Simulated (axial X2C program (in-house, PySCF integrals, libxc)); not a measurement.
# Which molecule has these constants?

Computed with an in-house all-electron X2C program for linear molecules (integrals from PySCF), spin-free (one-electron X2C) or two-component (2c: spin–orbit coupling with atomic mean-field Coulomb and Gaunt terms, which also bring small scalar terms), in Dyall basis sets with cores contracted in-house; open shells are unrestricted.

A two-component PBE0 calculation in a Dyall 3-zeta basis gave Re = 2.939 Å, ωe = 211.9 cm⁻¹, De = 0.48 eV, Ω = 0.

**Question.** Which molecule is it?
A. NaBe⁺
B. BeH⁺
C. LiBe⁺

**Answer.** A. The others have LiBe⁺ 2.595 Å and 331.4 cm⁻¹ (Ω = 0); BeH⁺ 1.318 Å and 2204.9 cm⁻¹ (Ω = 0).

Each entry is the lowest single determinant of a limited PBE0 search at one distance. De goes to single-determinant-based atoms at the same level (for ions the charge split of lowest energy) and is withheld (n/a) where an atom does not fit its ground term or J level. Main or longest-lived isotopes.
